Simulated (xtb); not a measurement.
xtb input (GFN1-xTB):

```bash
xtb mol.xyz --gfn 1 --sp --chrg 0 --uhf 0
```
mol.xyz:
```
13

Si     0.09416289    -0.31026899    -0.10786826
Br    -0.17958279     1.44431611    -1.43027049
Br    -0.32160580     0.20711238     2.00440686
O      1.64177394    -0.75176853    -0.29597320
C      2.30337146    -1.77340700     0.44930816
O     -0.96476534    -1.47899109    -0.47957368
C     -1.14431388    -2.04571561    -1.77706603
H      2.37670196    -1.49262132     1.50147778
H      1.77242235    -2.72443653     0.36808399
H      3.30343810    -1.88269676     0.03436295
H     -1.53006059    -1.29708238    -2.47134742
H     -1.86562676    -2.85492622    -1.68144707
H     -0.20396896    -2.44365514    -2.16482504
```

End of the output:

```
         :::::::::::::::::::::::::::::::::::::::::::::::::::::
         ::                     SUMMARY                     ::
         :::::::::::::::::::::::::::::::::::::::::::::::::::::
         :: total energy             -26.714744262218 Eh    ::
         :: gradient norm              0.037068272688 Eh/a0 ::
         :: HOMO-LUMO gap              6.718369902522 eV    ::
         ::.................................................::
         :: SCC energy               -26.893498851718 Eh    ::
         :: -> electrostatic           0.072110786323 Eh    ::
         :: repulsion energy           0.185083704666 Eh    ::
         :: dispersion energy         -0.006329114595 Eh    ::
         :: halogen bond corr.        -0.000000000570 Eh    ::
         :: add. restraining           0.000000000000 Eh    ::
         :: total charge               0.000000000000 e     ::
         :::::::::::::::::::::::::::::::::::::::::::::::::::::

           -------------------------------------------------
          |                Property Printout                |
           -------------------------------------------------

    * Orbital Energies and Occupations

         #    Occupation            Energy/Eh            Energy/eV
      -------------------------------------------------------------
         1        2.0000           -0.7626523             -20.7528
       ...           ...                  ...                  ...
        10        2.0000           -0.5691927             -15.4885
        11        2.0000           -0.5660926             -15.4042
        12        2.0000           -0.5591081             -15.2141
        13        2.0000           -0.5021027             -13.6629
        14        2.0000           -0.4828206             -13.1382
        15        2.0000           -0.4786834             -13.0256
        16        2.0000           -0.4635604             -12.6141
        17        2.0000           -0.4578418             -12.4585
        18        2.0000           -0.4436870             -12.0733
        19        2.0000           -0.4395768             -11.9615
        20        2.0000           -0.4295353             -11.6882
        21        2.0000           -0.4270424             -11.6204
        22        2.0000           -0.4200052             -11.4289 (HOMO)
        23                         -0.1731097              -4.7106 (LUMO)
        24                         -0.1510234              -4.1096
        25                         -0.1384843              -3.7683
        26                         -0.1293808              -3.5206
        27                         -0.1238599              -3.3704
        28                         -0.1204667              -3.2781
        29                         -0.0857446              -2.3332
        30                         -0.0823654              -2.2413
        31                         -0.0795153              -2.1637
        32                         -0.0751697              -2.0455
        33                         -0.0713170              -1.9406
       ...                                ...                  ...
        55                          1.4654354              39.8765
      -------------------------------------------------------------
                  HL-Gap            0.2468956 Eh            6.7184 eV
             Fermi-level           -0.2965575 Eh           -8.0697 eV

  Mulliken/CM5 charges         n(s)   n(p)   n(d)
     1Si    0.52751  0.39272   0.927  1.359  1.187
     2Br   -0.08603 -0.02212   1.913  5.193 -0.020
     3Br   -0.08603 -0.02212   1.913  5.193 -0.020
     4O    -0.42417 -0.48470   1.638  4.786  0.000
     5C     0.17833  0.06097   0.969  2.853  0.000
     6O    -0.42417 -0.48470   1.638  4.786  0.000
     7C     0.17833  0.06097   0.969  2.853  0.000
     8H     0.02227  0.08274   0.978  0.000  0.000
     9H     0.02554  0.08630   0.974  0.000  0.000
    10H     0.02030  0.08044   0.980  0.000  0.000
    11H     0.02227  0.08274   0.978  0.000  0.000
    12H     0.02030  0.08044   0.980  0.000  0.000
    13H     0.02554  0.08630   0.974  0.000  0.000

Wiberg/Mayer (AO) data.
largest (>0.10) Wiberg bond orders for each atom

 ---------------------------------------------------------------------------
     #   Z sym  total        # sym  WBO       # sym  WBO       # sym  WBO
 ---------------------------------------------------------------------------
     1  14 Si   5.150 --     6 O    1.274     4 O    1.274     2 Br   1.268
                             3 Br   1.268
     2  35 Br   1.375 --     1 Si   1.268
     3  35 Br   1.375 --     1 Si   1.268
     4   8 O    2.296 --     1 Si   1.274     5 C    0.913
     5   6 C    3.913 --    10 H    0.987     9 H    0.986     8 H    0.986
                             4 O    0.913
     6   8 O    2.296 --     1 Si   1.274     7 C    0.913
     7   6 C    3.913 --    12 H    0.987    13 H    0.986    11 H    0.986
                             6 O    0.913
     8   1 H    1.014 --     5 C    0.986
     9   1 H    1.008 --     5 C    0.986
    10   1 H    1.019 --     5 C    0.987
    11   1 H    1.014 --     7 C    0.986
    12   1 H    1.019 --     7 C    0.987
    13   1 H    1.008 --     7 C    0.986
 ---------------------------------------------------------------------------

Topologies differ in total number of bonds
Writing topology from bond orders to xtbtopo.mol

 dipole moment from electron density (au)
     X       Y       Z
   0.3909  -1.2880  -0.4478  total (Debye):    3.606

           -------------------------------------------------
          | TOTAL ENERGY              -26.714744262218 Eh   |
          | GRADIENT NORM               0.037068272688 Eh/α |
          | HOMO-LUMO GAP               6.718369902522 eV   |
           -------------------------------------------------

------------------------------------------------------------------------
------------------------------------------------------------------------
 total:
 SCF:
Note: The following floating-point exceptions are signalling: IEEE_DENORMAL
normal termination of xtb
```
